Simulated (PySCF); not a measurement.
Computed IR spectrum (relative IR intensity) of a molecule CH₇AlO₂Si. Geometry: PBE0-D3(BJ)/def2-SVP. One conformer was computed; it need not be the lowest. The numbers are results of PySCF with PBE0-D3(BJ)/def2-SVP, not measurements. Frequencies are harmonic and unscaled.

Lines under 2 % of the strongest are left out, and lines within 2 cm⁻¹ are merged.

ν (cm⁻¹): 227 (w), 362 (vs), 388 (w), 407 (w), 456 (vs), 667 (w), 703 (w), 810 (s), 883 (m), 886 (w), 922 (w), 933 (m), 1260 (vw), 1431 (vw), 2192 (s), 3990 (m), 3997 (m) (against the strongest line: vs over 80 %, s over 45 %, m over 15 %, w over 4 %, vw less)…

**Question.** Which molecule gave these data?
A. C[O][Al]([OH])[SiH3]
B. [OH][Al]([OH])[CH2][SiH3]
C. C[SiH2][Al]([OH])[OH]
D. [CH3][Al]([OH])[O][SiH3]

**Answer.** C, C[SiH2][Al]([OH])[OH]
